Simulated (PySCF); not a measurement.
C3H2Br2, SMILES BrC=C=CBr. Atoms are numbered in the order given.

```xyz
7

Br    -2.5934    -0.0650     0.2679
C     -1.1878     0.5408    -0.8721
C      0.0000     0.0000    -0.8780
C      1.1878    -0.5408    -0.8721
Br     2.5934     0.0650     0.2679
H     -1.4824     1.3773    -1.5110
H      1.4824    -1.3773    -1.5110
```

Geometry: B3LYP-D3(BJ)/def2-SVP.

Level of theory: PBE0/pcSseg-1 (PySCF).

GIAO shieldings, no solvent; atoms alike by connectivity are averaged. δ = σ(ref) − σ: ¹³C against TMS (σ = 186.3 ppm); ¹H against TMS (σ = 31.56 ppm), references at their B3LYP-D3(BJ)/def2-TZVP geometries, non-relativistic (without spin–orbit terms, shifts of atoms bonded to Cl or Br come out too high).

```csv
nucleus,atoms,count,δ (ppm)
¹³C,C3,1,220.7
¹³C,"C2, C4",2,108.5
¹H,"H6, H7",2,6.90
```
